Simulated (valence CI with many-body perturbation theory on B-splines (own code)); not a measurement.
# Energy levels of Rb⁴⁺

Computed by relativistic CI+MBPT: five valence electrons over a frozen Dirac-Fock core [Ar] 3d10, a basis of 11 s, 11 p, 10 d, 8 f, 5 g, 2 h functions for each j, with the one-electron correlation potential Σ1 (screened to all orders), the two-electron term Σ2, the three-electron term Σ3, Breit, model QED; selected single and double excitations, second order for the rest, scaled by the run's own slope (own B-spline code, finite nucleus).

Against 17 measured levels this calculation errs by 116 cm⁻¹ on average and by 227 at most. These come from a selection out of Sansonetti, J. Phys. Chem. Ref. Data 35, 301 (2006). Levels without a partner in it may be off by more. Among the levels kept, up to 3400 cm⁻¹ of a level comes from second order outside the variational space, and about a tenth of that is noise between levels of different J, which matters for small intervals. 2 measured levels below the end of the list, from 268680 cm⁻¹ on, found no clear computed partner, and computed levels of the same name lie up to 4452 cm⁻¹ from them.

Levels 91 to 135 of 180, with energies above the lowest level, 4s2.4p3 4S°_3/2. "Leading %" is the weight of the configuration and term that name the level; weights of strongly mixed levels are sums over their largest components and can fall short. In the jj column 3d3/2^4 stands for four electrons in 3d with j = 3/2. Lifetimes count E1, E2, E3, M1 and M2 decay at the calculated energies, and are blank where another channel may lead or the interval is too uncertain; long ones can be off by a factor of two.

| No. | Configuration | Term | J | E (eV) | Leading % | Leading jj | Lifetime |
| --- | --- | --- | --- | --- | --- | --- | --- |
| 91 | 4s.4p3.4d | 2G° | 9/2 | 44.300 | 49 | 4s 4p1/2 4p3/2^2 4d3/2 (36 %) | 4.71 ns |
| 92 | 4s.4p3.4d | 2G° | 7/2 | 44.316 | 53 | 4s 4p1/2 4p3/2^2 4d5/2 (21 %) | 2.55 ns |
| 93 | 4s2.4p2.4f | 4F° | 5/2 | 44.728 | 26 | 4s^2 4p1/2 4p3/2 4f5/2 (28 %) | 441 ps |
| 94 | 4s2.4p2.4f | 4D° | 7/2 | 44.826 | 24 | 4s^2 4p1/2^2 4f7/2 (25 %) | 203 ps |
| 95 | 4s.4p3.4d | 4F° | 3/2 | 44.855 | 41 | 4s^2 4p1/2 4p3/2 4f5/2 (49 %) | 767 ps |
| 96 | 4s2.4p2.4f | 2D° | 5/2 | 45.161 | 40 | 4s^2 4p1/2 4p3/2 4f7/2 (41 %) | 422 ps |
| 97 | 4s.4p3.4d | 4F° | 9/2 | 45.203 | 31 | 4s 4p3/2^3 4d5/2 (28 %) | 1.17 ns |
| 98 | 4s.4p3.4d | 4D° | 1/2 | 45.219 | 89 | 4s 4p1/2^2 4p3/2 4d3/2 (30 %) | 190 ps |
| 99 | 4s2.4p2.4f | 2G° | 7/2 | 45.361 | 61 | 4s^2 4p1/2 4p3/2 4f7/2 (42 %) | 264 ps |
| 100 | 4s2.4p2.4f | 4D° | 7/2 | 45.395 | 44 | 4s^2 4p1/2 4p3/2 4f7/2 (32 %) | 122 ps |
| 101 | 4s.4p3.4d | 4D° | 3/2 | 45.402 | 84 | 4s 4p1/2^2 4p3/2 4d3/2 (32 %) | 161 ps |
| 102 | 4s.4p3.4d | 4D° | 5/2 | 45.633 | 55 | 4s 4p1/2^2 4p3/2 4d3/2 (26 %) | 294 ps |
| 103 | 4s2.4p2.4f | 4D° | 5/2 | 45.658 | 52 | 4s^2 4p1/2 4p3/2 4f5/2 (22 %) | 65.8 ps |
| 104 | 4s2.4p2.4f | 2D° | 3/2 | 45.759 | 61 | 4s^2 4p3/2^2 4f7/2 (22 %) | 274 ps |
| 105 | 4s2.4p2.4f | 4D° | 3/2 | 45.837 | 70 | 4s^2 4p1/2 4p3/2 4f5/2 (34 %) | 91.6 ps |
| 106 | 4s.4p3.4d | 4P° | 1/2 | 45.889 | 85 | 4s 4p1/2^2 4p3/2 4d3/2 (32 %) | 534 ps |
| 107 | 4s.4p3.4d | 4P° | 3/2 | 45.923 | 62 | 4s 4p1/2^2 4p3/2 4d5/2 (27 %) | 190 ps |
| 108 | 4s2.4p2.4f | 4D° | 1/2 | 45.935 | 76 | 4s^2 4p1/2 4p3/2 4f5/2 (42 %) | 90.2 ps |
| 109 | 4s2.4p2.4f | 2G° | 9/2 | 46.015 | 63 | 4s^2 4p3/2^2 4f7/2 (30 %) | 312 ps |
| 110 | 4s2.4p2.4f | 4G° | 5/2 | 46.037 | 17 | 4s^2 4p1/2^2 4f5/2 (18 %) | 161 ps |
| 111 | 4s.4p3.5s | 6S° | 5/2 | 46.059 | 89 | 4s 4p1/2 4p3/2^2 5s (48 %) | 1.61 ns |
| 112 | 4s.4p3.4d | 4D° | 7/2 | 46.072 | 84 | 4s 4p1/2 4p3/2^2 4d5/2 (40 %) | 83.6 ps |
| 113 | 4s2.4p2.4f | 4G° | 5/2 | 46.279 | 35 | 4s^2 4p1/2 4p3/2 4f5/2 (26 %) | 117 ps |
| 114 | 4s.4p3.4d | 2D° | 3/2 | 46.356 | 61 | 4s 4p1/2 4p3/2^2 4d5/2 (21 %) | 330 ps |
| 115 | 4s2.4p2.4f | 4G° | 7/2 | 46.409 | 60 | 4s^2 4p1/2 4p3/2 4f5/2 (46 %) | 89.5 ps |
| 116 | 4s.4p3.4d | 4P° | 5/2 | 46.427 | 56 | 4s 4p1/2 4p3/2^2 4d5/2 (32 %) | 75.8 ps |
| 117 | 4s2.4p2.5d | 4F | 3/2 | 46.429 | 66 | 4s^2 4p1/2^2 5d3/2 (73 %) | 399 ps |
| 118 | 4s2.4p2.5d | 4F | 5/2 | 46.596 | 48 | 4s^2 4p1/2^2 5d5/2 (66 %) | 348 ps |
| 119 | 4s2.4p2.4f | 4G° | 9/2 | 46.683 | 65 | 4s^2 4p1/2 4p3/2 4f7/2 (48 %) | 87.3 ps |
| 120 | 4s2.4p2.4f | 2F° | 7/2 | 46.706 | 34 | 4s 4p1/2 4p3/2^2 4d5/2 (23 %) | 336 ps |
| 121 | 4s.4p3.4d | 4P° | 5/2 | 46.773 | 28 | 4s 4p1/2 4p3/2^2 4d5/2 (31 %) | 60.7 ps |
| 122 | 4s.4p3.4d | 4S° | 3/2 | 46.779 | 53 | 4s 4p1/2 4p3/2^2 4d3/2 (57 %) | 46.8 ps |
| 123 | 4s2.4p2.4f | 4G° | 11/2 | 46.955 | 63 | 4s^2 4p1/2 4p3/2 4f7/2 (55 %) | 88.3 ps |
| 124 | 4s.4p3.4d | 4P° | 5/2 | 47.020 | 72 | 4s 4p1/2 4p3/2^2 4d3/2 (35 %) | 42.4 ps |
| 125 | 4s2.4p2.5d | 2P | 3/2 | 47.055 | 47 | 4s^2 4p1/2 4p3/2 5d3/2 (87 %) | 309 ps |
| 126 | 4s2.4p2.5d | 4F | 7/2 | 47.077 | 72 | 4s^2 4p1/2 4p3/2 5d5/2 (86 %) | 430 ps |
| 127 | 4s2.4p2.4f | 2F° | 7/2 | 47.079 | 66 | 4s^2 4p1/2 4p3/2 4f7/2 (42 %) | 219 ps |
| 128 | 4s2.4p2.5d | 4P | 5/2 | 47.130 | 39 | 4s^2 4p1/2 4p3/2 5d3/2 (49 %) | 274 ps |
| 129 | 4s2.4p2.5d | 4D | 1/2 | 47.201 | 69 | 4s^2 4p1/2 4p3/2 5d3/2 (94 %) | 364 ps |
| 130 | 4s.4p3.4d | 4P° | 3/2 | 47.208 | 76 | 4s 4p1/2 4p3/2^2 4d5/2 (28 %) | 23.9 ps |
| 131 | 4s2.4p2.4f | 2F° | 5/2 | 47.363 | 60 | 4s^2 4p3/2^2 4f5/2 (34 %) | 207 ps |
| 132 | 4s2.4p2.5d | 4D | 3/2 | 47.386 | 32 | 4s^2 4p1/2 4p3/2 5d5/2 (83 %) | 283 ps |
| 133 | 4s2.4p2.5d | 2F | 5/2 | 47.393 | 76 | 4s^2 4p1/2 4p3/2 5d5/2 (60 %) | 260 ps |
| 134 | 4s.4p3.4d | 4P° | 1/2 | 47.479 | 91 | 4s 4p3/2^3 4d3/2 (38 %) | 20.4 ps |
| 135 | 4s2.4p2.4f | 2G° | 7/2 | 47.544 | 30 | 4s^2 4p1/2 4p3/2 4f5/2 (25 %) | 240 ps |

Names give the largest LS component (configuration and term), which can be under half, so a name can repeat, a term be missing and a line seem to break the LS rules; names also repeat where a configuration has a term twice.

Where two levels of one J and parity lie close, their mixing, g and order are uncertain.
